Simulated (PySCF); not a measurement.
Species: C6H9OP.
Atom-mapped SMILES: `[CH2:1]=[CH:2][P:3](=[O:4])([CH:5]=[CH2:6])[CH:7]=[CH2:8]` (hydrogens: H9, H10 on C1; H11 on C2; H12 on C5; H13, H14 on C6; H15 on C7; H16, H17 on C8)

Cartesian coordinates in Å at the PBE0-D3(BJ)/def2-SVP level; atoms count from 1:
```xyz
17
C6H9OP angstrom
C     -1.763   -2.070    0.747
C     -0.810   -1.609   -0.065
P     -0.136    0.038    0.260
O     -0.763    0.716    1.442
C     -0.344    0.952   -1.286
C     -0.999    2.114   -1.250
C      1.647   -0.207    0.428
C      2.245    0.219    1.543
H     -2.212   -3.058    0.609
H     -2.113   -1.451    1.580
H     -0.430   -2.196   -0.909
H      0.067    0.545   -2.217
H     -1.158    2.717   -2.149
H     -1.394    2.485   -0.298
H      2.205   -0.696   -0.379
H      3.320    0.100    1.704
H      1.652    0.703    2.326
```

Method used: PBE0-D3(BJ)/def2-SVP geometry optimisation, gas phase in PySCF 2.14.0.

Take the most abundant isotopes and a rigid rotor. The values belong to one conformer with, in the numbering `[CH2:1]=[CH:2][P:3](=[O:4])([CH:5]=[CH2:6])[CH:7]=[CH2:8]`, C1–C2–P3–O4 0°, C2–P3–C5–C6 125°, C2–P3–C7–C8 -125°.

Q: Give the principal moments of inertia and the rotational constants in MHz.

A: Ia = 285.58, Ib = 287.32, Ic = 434.03 u·Å²; 505379 MHz·u·Å²/I gives A = 1770, B = 1759, C = 1164 MHz.

Q: What kind of rotor is it?

A: An oblate symmetric top, as the point group C3v requires two equal moments; the computed ones differ by 0.61 % because the geometry is symmetric only within the optimiser's tolerance: κ = (2 × 1759 − 1770 − 1164)/(1770 − 1164) = 0.96.

Q: Is it planar, by Δ = Ic − Ia − Ib?

A: Not planar: Δ = Ic − Ia − Ib = -138.87 u·Å². For a rigid frame Δ = −2 Σ m c², so Σ m c² = 69.44 u·Å² lies off the ab plane: 14.36 from hydrogen and 55.08 from heavier atoms. The atom farthest from that plane is 1.80 Å away.

Q: Give the other two planar moments, Paa and Pbb, and the rms extents of the mass along the axes.

A: Paa = Σ m a² = (Ib + Ic − Ia)/2 = 217.88 and Pbb = Σ m b² = (Ia + Ic − Ib)/2 = 216.15 u·Å². With the mass M = 128.04 u, the rms extents √(P/M) along a, b and c are 1.30, 1.30, 0.74 Å.

Q: Where do the R-branch lines fall?

A: The dipole of 3.26 D lies along the symmetry axis, so ΔK = 0 and J+1 ← J falls at 2B(J+1) for every K: 3.53 GHz, 7.06 GHz, 10.59 GHz, 14.11 GHz, 17.64 GHz for J = 0 to 4.

No frequency check. Zero-point vibration and centrifugal distortion are left out.

Hardware: one thread, Arm Neoverse V1 (aarch64), shared host. Cost: 58 s wall, 0.66 GiB resident at most. These figures are those of the optimisation.
